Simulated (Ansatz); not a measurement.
Total energies of C₇H₇F, SMILES `Cc1ccccc1F`.

```json
{"atom": "C1", "x (Å)": "1.259", "y (Å)": "-1.712", "z (Å)": "-0.613"}
{"atom": "C2", "x (Å)": "0.429", "y (Å)": "-0.535", "z (Å)": "-0.212"}
{"atom": "C3", "x (Å)": "0.791", "y (Å)": "0.775", "z (Å)": "-0.504"}
{"atom": "C4", "x (Å)": "0.003", "y (Å)": "1.851", "z (Å)": "-0.120"}
{"atom": "C5", "x (Å)": "-1.178", "y (Å)": "1.631", "z (Å)": "0.572"}
{"atom": "C6", "x (Å)": "-1.567", "y (Å)": "0.335", "z (Å)": "0.878"}
{"atom": "C7", "x (Å)": "-0.760", "y (Å)": "-0.710", "z (Å)": "0.482"}
{"atom": "F8", "x (Å)": "-1.141", "y (Å)": "-1.963", "z (Å)": "0.781"}
{"atom": "H9", "x (Å)": "1.572", "y (Å)": "-2.291", "z (Å)": "0.259"}
{"atom": "H10", "x (Å)": "2.151", "y (Å)": "-1.388", "z (Å)": "-1.149"}
{"atom": "H11", "x (Å)": "0.697", "y (Å)": "-2.392", "z (Å)": "-1.258"}
{"atom": "H12", "x (Å)": "1.715", "y (Å)": "0.950", "z (Å)": "-1.046"}
{"atom": "H13", "x (Å)": "0.312", "y (Å)": "2.860", "z (Å)": "-0.363"}
{"atom": "H14", "x (Å)": "-1.800", "y (Å)": "2.465", "z (Å)": "0.875"}
{"atom": "H15", "x (Å)": "-2.483", "y (Å)": "0.125", "z (Å)": "1.417"}
```

Total charge 0; spin multiplicity 1. All single points use the PBE0-D4/def2-TZVP geometry. Basis def2-TZVPP, Ansatz 0.2.0.

RPA on PBE orbitals: Hartree–Fock energy of these orbitals -368.66061 Eh, correlation -2.14314 Eh (frozen core).

```json
{"functional": "PBE", "kind": "GGA", "energy without D4 (Eh)": "-370.49458", "D4 term (kJ/mol)": "-38.0"}
{"functional": "revPBE", "kind": "GGA", "energy without D4 (Eh)": "-370.83429", "D4 term (kJ/mol)": "-126.3"}
{"functional": "BLYP", "kind": "GGA", "energy without D4 (Eh)": "-370.81621", "D4 term (kJ/mol)": "-84.6"}
{"functional": "r2SCAN", "kind": "meta-GGA", "energy without D4 (Eh)": "-370.74661", "D4 term (kJ/mol)": "-9.9"}
{"functional": "r2SCANh", "kind": "meta-GGA hybrid, 10 %", "energy without D4 (Eh)": "-370.72897", "D4 term (kJ/mol)": "-10.3"}
{"functional": "BHLYP", "kind": "global hybrid, 50 %", "energy without D4 (Eh)": "-370.74176", "D4 term (kJ/mol)": "-42.8"}
{"functional": "CAM-B3LYP", "kind": "range-separated hybrid", "energy without D4 (Eh)": "-370.76973", "D4 term (kJ/mol)": "-32.1"}
{"functional": "LC-ωPBE", "kind": "long-range corrected hybrid", "energy without D4 (Eh)": "-370.69324", "D4 term (kJ/mol)": "–"}
{"functional": "ωB97X-V", "kind": "range-separated hybrid GGA with VV10", "energy without D4 (Eh)": "-370.83502", "D4 term (kJ/mol)": "–"}
{"functional": "B2PLYP", "kind": "double hybrid", "energy without D4 (Eh)": "-370.64994", "D4 term (kJ/mol)": "–"}
```

(1) Give the same for LDA (SPW92), B97M-V, PBE0, B3LYP, r2SCAN0, HSE06 (plane-wave form), ωB97M-V, PBE-QIDH. (Estimate.)

B3LYP takes the VWN-RPA correlation (the form of Gaussian; ORCA's B3LYP/G). HSE06 is the plane-wave form, built on full-range PBE exchange. The double hybrids freeze the cores in their second-order part.

Answers

(1) The calculation gave: 
| functional | kind | energy without D4 (Eh) | D4 term (kJ/mol) |
| --- | --- | --- | --- |
| LDA (SPW92) | LDA | -367.80953 | – |
| B97M-V | meta-GGA with VV10 | -370.93010 | – |
| PBE0 | global hybrid, 25 % exact exchange | -370.52398 | -32.0 |
| B3LYP | global hybrid, 20 % | -370.95430 | -60.6 |
| r2SCAN0 | meta-GGA hybrid, 25 % | -370.70406 | -11.3 |
| HSE06 (plane-wave form) | screened hybrid | -370.50444 | -29.6 |
| ωB97M-V | range-separated hybrid meta-GGA with VV10 | -370.80723 | – |
| PBE-QIDH | double hybrid | -370.46595 | – |

LC-ωPBE has ω = 0.4 bohr⁻¹.
